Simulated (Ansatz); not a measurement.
CH$_{7}$ClGeN$_{2}$ (SMILES [CH3][Ge]([NH2])([NH2])[Cl]), singlet, geometry from GFN2-xTB, atoms displaced at random by about 0.03 Å a coordinate; PBE0/STO-3G, gradient in Ansatz (a first-principles code).

Here is a job for Ansatz.
Ansatz 0.2 input:
```yaml
crystal:
  periodic: [false, false, false]
  atoms:
    - {symbol: C, position_ang: [1.76977234, 0.16487823, 1.14892149]}
    - {symbol: Ge, position_ang: [0.02295728, 0.19016290, 0.17026724]}
    - {symbol: N, position_ang: [-1.34413649, -0.12091043, 1.37833235]}
    - {symbol: N, position_ang: [-0.06840764, 1.74766020, -0.80581043]}
    - {symbol: Cl, position_ang: [-0.20130798, -1.33147666, -1.21514369]}
    - {symbol: H, position_ang: [1.90117408, -0.76611147, 1.62189931]}
    - {symbol: H, position_ang: [1.82945877, 0.97692772, 1.78484980]}
    - {symbol: H, position_ang: [2.57787634, 0.19162828, 0.35930179]}
    - {symbol: H, position_ang: [-2.25309026, -0.37372900, 1.06743823]}
    - {symbol: H, position_ang: [-1.43352096, 0.51185919, 2.16870691]}
    - {symbol: H, position_ang: [-0.86714263, 1.79745638, -1.52207398]}
    - {symbol: H, position_ang: [-0.08506064, 2.57355245, -0.30914152]}
basis:
  gaussian:
    orbitals: STO-3G
hamiltonian:
  xc: pbe0
output: {forces: true}
```

The log (banner, timings and long lists left out):

```
Functional definition: PBE0
583 factors; integrals over basis functions are off by at most 4.6e-5 eV
mean field evaluation 1: about -72316.4119 eV, gradient 3.1e1 eV
mean field evaluation 2: about -72317.7430 eV, gradient 2.4e1 eV
mean field evaluation 4: about -72319.5626 eV, gradient 5.3e-1 eV
mean field evaluation 8: about -72319.5367 eV, gradient 1.4e-2 eV
mean field -72319.53666819 eV, -2657.6939526133 hartree, gradient 7.1e-5 eV, S^2 0.000000; 0 other end points of the search recorded, 0 dependent functions left out
the calculation of the forces begins
reference -72319.53668962 eV, -2657.6939534011 hartree; 38, 38 occupied and 11, 11 virtual orbitals, 583 factors
Total energy: -72319.53668962 eV, -2657.6939534011 hartree
Atom 0 at     1.769772     0.164878     1.148921 Å, force    -1.210440    -1.100436    -5.394924 eV/Å
Atom 1 at     0.022957     0.190163     0.170267 Å, force    -0.497813     2.571974     2.664130 eV/Å
Atom 2 at    -1.344136    -0.120910     1.378332 Å, force     3.939675     0.272394    -1.237866 eV/Å
Atom 3 at    -0.068408     1.747660    -0.805810 Å, force    -0.968399    -5.534994    -2.735050 eV/Å
Atom 4 at    -0.201308    -1.331477    -1.215144 Å, force    -0.074654    -1.128894    -1.063365 eV/Å
Atom 5 at     1.901174    -0.766111     1.621899 Å, force     0.036157    -1.452262     1.367039 eV/Å
Atom 6 at     1.829459     0.976928     1.784850 Å, force     0.447550     2.124532     1.931105 eV/Å
Atom 7 at     2.577876     0.191628     0.359302 Å, force    -0.863933     0.437212     1.072267 eV/Å
Atom 8 at    -2.253090    -0.373729     1.067438 Å, force    -2.026231    -0.536154    -0.990875 eV/Å
Atom 9 at    -1.433521     0.511859     2.168707 Å, force     0.035911     0.598670     0.704887 eV/Å
Atom 10 at    -0.867143     1.797456    -1.522074 Å, force     1.195300    -0.173404     1.164440 eV/Å
Atom 11 at    -0.085061     2.573552    -0.309142 Å, force    -0.013124     3.921363     2.518213 eV/Å
Dipole moment:    -0.217095     0.584700     0.408523 e Å
```
